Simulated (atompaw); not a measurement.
# Building the PAW (atompaw) potential for Ta (PBE, scalar-relativistic).

Input for atompaw 4.2.0.5:

```
Ta 73
GGA-PBE scalarrelativistic loggrid 2001 logderivrange -7 5 301
6 6 5 4 0 0
6 1 0
5 2 3
0 0 0
c
c
c
c
v
v
c
c
c
v
v
c
c
v
c
2
1.90 1.70 1.40 1.05
n
n
y
1.4
n
custom polynom gramschmidtortho sinc
bessel
1.80
1.65
1.65
1.90
1.90
1.90
PWSCFOUT
UPFDX 0.0125d0 UPFXMIN -7.d0 UPFZMESH 73.d0
END
```

Command:

```bash
atompaw < Ta.input > Ta.log
```

Resulting log (summary file):

```
Completed calculations for Ta (AE)

 Exchange-correlation type: GGA, Perdew-Burke-Ernzerhof

 Radial integration grid is logarithmic
 r0 =   9.3554737E-05 h =   6.8294958E-03   n =      2001 rmax =   8.0000000E+01

 Scalar relativistic calculation

 AEatom converged in  43 iterations
   nz     =  73.00
   delta  =       8.884285469357E-16

 All Electron Orbital energies:
  n  l      occupancy      energy
  1  0      2.0000000E+00 -4.9517611E+03
  2  0      2.0000000E+00 -8.5075511E+02
  3  0      2.0000000E+00 -1.9489399E+02
  4  0      2.0000000E+00 -3.9735982E+01
  5  0      2.0000000E+00 -5.3656030E+00
  6  0      2.0000000E+00 -4.0001938E-01
  2  1      6.0000000E+00 -7.4547659E+02
  3  1      6.0000000E+00 -1.6358634E+02
  4  1      6.0000000E+00 -2.9468056E+01
  5  1      6.0000000E+00 -2.8957808E+00
  6  1      0.0000000E+00 -1.0224205E-01
  3  2      1.0000000E+01 -1.2708084E+02
  4  2      1.0000000E+01 -1.6330929E+01
  5  2      3.0000000E+00 -2.6392425E-01
  4  3      1.4000000E+01 -1.8157344E+00

 Total energy
   Total                    :   -31209.11876369280071

 ---
 Completed calculations for Ta (SC)

 Exchange-correlation type: GGA, Perdew-Burke-Ernzerhof

 Radial integration grid is logarithmic
 r0 =   9.3554737E-05 h =   6.8294958E-03   n =      2001 rmax =   8.0000000E+01

 Scalar relativistic calculation

 SCatom converged in   4 iterations
   nz     =  73.00
   delta  =       7.253957299309E-15

 Valence Electron Orbital energies:
  n  l      occupancy      energy
   5  0      2.0000000E+00 -5.3656030E+00
   6  0      2.0000000E+00 -4.0001938E-01
   5  1      6.0000000E+00 -2.8957808E+00
   6  1      0.0000000E+00 -1.0224205E-01
   5  2      3.0000000E+00 -2.6392425E-01

 Total energy
   Total                    :   -31209.11876368569210
   Valence                  :     -726.41009973644555

 PAW parameters:
       lmax =            2
         rc =    1.9083606213023012
        irc =         1454
   rc_shape =    1.7108100402959190
    rc_vloc =    1.4034024496008679
    rc_core =    1.0534164436192797
   Vloc: truncated form - Vps(r)=A.sin(qr)/r for r<rc
   Projector type: polynomial pseudization + Gram-Schmidt ortho.
   Sinc^2 compensation charge shape zeroed at   1.7108E+00

 Number of basis functions     6
 No.   n  nodes  l      Energy         Cp coeff         Occ
  1    5    4    0   -0.5365603E+01  0.1000000E+01  0.2000000E+01
  2    6    5    0   -0.4000194E+00 -0.3136637E-01  0.2000000E+01
  3    5    3    1   -0.2895781E+01  0.1000000E+01  0.6000000E+01
  4    6    4    1   -0.1022421E+00  0.4398889E+00  0.0000000E+00
  5    5    2    2   -0.2639243E+00  0.1000000E+01  0.3000000E+01
  6  999    3    2    0.1400000E+01  0.1575801E+01  0.0000000E+00

 Eigenvalues of overlap operator (in the basis of projectors):
    1        3.00979798E-01
    2        3.16251244E-01
    3        6.46780254E-01
    4        1.24592017E+00
    5        4.40027322E+02
    6        4.41120874E+02

 Orbital leakage outside PAW augmentation regions
   orb  is_core?  %out_of_sphere
   1 0    T           0.00
   2 0    T           0.00
   3 0    T           0.00
   4 0    T           0.00
   5 0    F           2.89
   6 0    F          91.74
   2 1    T           0.00
   3 1    T           0.00
   4 1    T           0.00
   5 1    F           9.70
   6 1    F          97.55
   3 2    T           0.00
   4 2    T           0.00
   5 2    F          54.99
   4 3    T           0.65

 Summary of PAW energies
   Total valence energy     :   -726.41011188999835
   Smooth energy            :     23.74037027380372
   One center               :   -750.15048216380205
   Smooth kinetic           :     39.43573673144500
   Vloc energy              :      4.65283070453359
   Smooth exch-corr         :    -41.65286190351939
   One-center xc            :   -588.51663848596309
```

The run took about 28 s on one core of a shared server CPU.
